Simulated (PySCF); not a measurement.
NMR data sheet: C$_{5}$H$_{11}$FSi

```yaml
Formula: C5H11FSi
SMILES: C/C(F)=C(/C)C[SiH3]
InChI: InChI=1S/C5H11FSi/c1-4(3-7)5(2)6/h3H2,1-2,7H3/b5-4+
Point_group_of_the_computed_structure: C1
Degrees_of_unsaturation: 1
Carbon_signals: 5
Proton_signals: 4
```

Atoms are numbered as in `[CH3:1]/[C:2]([F:3])=[C:4](/[CH3:5])[CH2:6][SiH3:7]`; H(Xn) means a hydrogen on atom n.

Gas phase, a single conformation, no relativistic terms, averaged over atoms made equivalent by symmetry, fast rotation or ring inversion. GFN2-xTB geometry; GIAO PBE0/pcSseg-1 shieldings; PySCF 2.14.

References, each an isolated molecule treated in the same way: TMS for $^{1}$H, $^{13}$C, $^{29}$Si; $^{19}$F vs CFCl3.

| carbon | δC, type | δH (multiplicity) | HMBC from (2–3 bonds) | span of the C tensor (ppm) |
| --- | --- | --- | --- | --- |
| C1 | 18.0, CH3 | 2.10 (m) | – | 33 |
| C2 | 159.3, C | – | H(C1), H(C5), H(C6) | 142 |
| C4 | 116.3, C | – | H(Si7), H(C1), H(C5), H(C6) | 181 |
| C5 | 16.9, CH3 | 1.83 (s) | H(C6) | 30 |
| C6 | 15.1, CH2 | 1.42 (q) | H(Si7), H(C5) | 35 |

Other nuclei:
```tsv
atoms	nucleus	environment	δ (ppm)	σ (ppm)
H(Si7)	$^{1}$H	hydrogen on a silicon bonded to C	3.82	27.90
F3	$^{19}$F	vinylic fluorine	-98.8	269.7
Si7	$^{29}$Si	silicon bonded to C, 3 H	-79.6	428.8
```

- Carbon types of the structure: 2 × C, 1 × CH2, 2 × CH3, leaving 3 H on heteroatoms.
- δC 159.3, 116.3: fully substituted alkene carbon; the olefinic region.
- δC 18.0, 16.9: allylic methyl carbon; aliphatic region, no heteroatom directly attached.
- δH 3.82: hydrogen on a silicon bonded to C.
- δH 2.10, 1.83: hydrogen on an allylic methyl carbon; allylic position.
- δH 1.42: hydrogen on an allylic sp3 CH2 bonded to Si; allylic position.

Splittings by $^{19}$F in the carbon and heteronuclear signals aren't shown, as no couplings were computed. Shifts are as computed. Against solution values, carbons near 30 ppm lie about +3 ppm off and those near 130 ppm about +5 ppm. Of 1309 compounds with measured shifts, 239 miss one by over three times the rms of a fit or turn the order of signals round; such compounds aren't used in these exercises. Unscaled 19F shifts against computed CFCl3 carry errors that often reach 10 to 50 ppm. Multiplicities follow the n + 1 count of equivalent neighbours, as no J values were calculated; m marks all less simple cases, F and P coupling included.
